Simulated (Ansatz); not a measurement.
Basis-set extrapolation for C2H3AlF3N, SMILES `CC#[N+][Al-]([F])([F])[F]` (PBE0-D4/def2-TZVP geometry, frozen core, Ansatz). Multiplicity 1, RHF reference.

```tsv
	def2-TZVPP	def2-QZVPP
HF	-672.645897	-672.674824
MP2 correlation	-1.337165	-1.451415
CCSD(T) correlation	-1.397511	not run
```

Energies in hartree. Use E(X) = E(∞) + A·exp(−7.88·√X) for Hartree–Fock and E(X) = E(∞) + B·X^(−2.97) for correlation, with X = 3 and 4, and add CCSD(T) minus MP2 of the smaller set to the MP2 limit.

Q: What is the CCSD(T) energy at the basis-set limit?

A: HF limit: -672.674824 + (-0.028927) × 0.13774 = -672.67881. MP2 limit: -1.451415 + (-0.114250) × 0.74074 = -1.53604. Higher-order term: -1.397511 − (-1.337165) = -0.06035. Total: -674.27520 hartree, 608.6 kJ/mol below CCSD(T)/def2-TZVPP.
